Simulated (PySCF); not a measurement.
ClH₇OSi₃, SMILES [SiH3]O[SiH2][SiH2]Cl. Atoms are numbered in the order given.

```xyz
12

Si    -2.8242     0.7091     0.4505
O     -1.8041     0.4776    -0.8583
Si    -0.1977     0.0779    -1.1509
Si     1.0131    -0.2797     0.8430
Cl     2.9417    -0.7514     0.1664
H     -3.3512     2.1149     0.4399
H     -3.9683    -0.2601     0.3777
H     -2.0542     0.4758     1.7289
H     -0.1361    -1.1782    -1.9756
H      0.4650     1.1907    -1.9153
H      0.4962    -1.4293     1.6632
H      1.0960     0.9372     1.7227
```
Charge 0, spin multiplicity 1.

Coordinates come from a PBE-D3(BJ)/def2-SVP optimisation. The structure was generated by enumeration, and PubChem lists no compound with its InChIKey, so it may never have been made. Other conformers were not sampled.

Level of theory: PBE-D3(BJ)/def2-SVP (PySCF).

Frequencies are harmonic and unscaled.

A small imaginary wavenumber (i) marks a very flat motion, where grid noise or a shallow saddle decides the sign.

| mode | ν (cm⁻¹) | IR (km/mol) | moving atoms (share of kinetic energy) |
|---|---|---|---|
| 1 | 4i | 0.2 | O 33 %, H 31 %, Si 27 %, Cl 9 % |
| 2 | 53 | 2.0 | Si 34 %, O 27 %, H 24 %, Cl 16 % |
| 3 | 55 | 0.2 | Si 67 %, H 15 %, Cl 14 % |
| 4 | 81 | 0.0 | H 81 %, Si 15 % |
| 5 | 86 | 2.6 | Si 46 %, Cl 38 %, H 8 % |
| 6 | 215 | 2.9 | O 48 %, Si 31 %, Cl 12 %, H 8 % |
| 7 | 334 | 15.7 | H 95 % |
| 8 | 431 | 1.7 | Si 89 %, H 10 % |
| 9 | 524 | 70.4 | Si 51 %, Cl 44 % |
| 10 | 565 | 0.1 | H 74 %, Si 25 % |
| 11 | 593 | 2.3 | Si 62 %, H 21 %, O 17 % |
| 12 | 670 | 10.3 | H 95 % |
| 13 | 697 | 43.2 | H 85 % |
| 14 | 704 | 12.8 | H 79 %, Si 11 %, O 9 % |
| 15 | 709 | 6.0 | H 95 % |
| 16 | 746 | 527.4 | H 86 %, Si 11 % |
| 17 | 851 | 63.6 | H 82 %, Si 15 % |
| 18 | 904 | 28.3 | H 94 % |
| 19 | 906 | 63.6 | H 96 % |
| 20 | 909 | 235.6 | H 94 % |
| 21 | 919 | 80.7 | H 96 % |
| 22 | 966 | 235.3 | H 85 %, Si 13 % |
| 23 | 1045 | 312.9 | O 74 %, Si 16 %, H 10 % |
| 24 | 2132 | 75.4 | H 97 % |
| 25 | 2155 | 129.7 | H 98 % |
| 26 | 2160 | 48.5 | H 98 % |
| 27 | 2163 | 0.2 | H 96 % |
| 28 | 2172 | 141.8 | H 95 % |
| 29 | 2182 | 109.0 | H 98 % |
| 30 | 2185 | 159.8 | H 96 % |
